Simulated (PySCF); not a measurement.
**Radial density of Zr²⁺ (zirconium, charge +2)**

UHF, [Kr] 4d2, high-spin 3F determinant. Calculation: PySCF 2.14, in cc-pVDZ-PP with ECP28MDF (4s4p3d1f, 38 functions); scalar relativity through the core potential. This is the valence pseudo-density: the core potential removes the inner electrons and smooths the orbitals near the nucleus.

```tsv
r (bohr)	4πr²ρ (e/bohr)	4πr²(ρα − ρβ)
0.0368	1.067e-05	0.0000
0.0620	3.330e-05	0.0000
0.104	0.0001351	0.0000
0.175	0.0009947	0.0001
0.295	0.01580	0.0020
0.496	0.4505	0.0340
0.834	5.441	0.3466
1.40	7.542	1.0699
2.36	1.481	0.7107
3.97	0.09423	0.0884
6.68	0.0004919	0.0005
```

Energies and moments cover only the electrons outside the core potential.
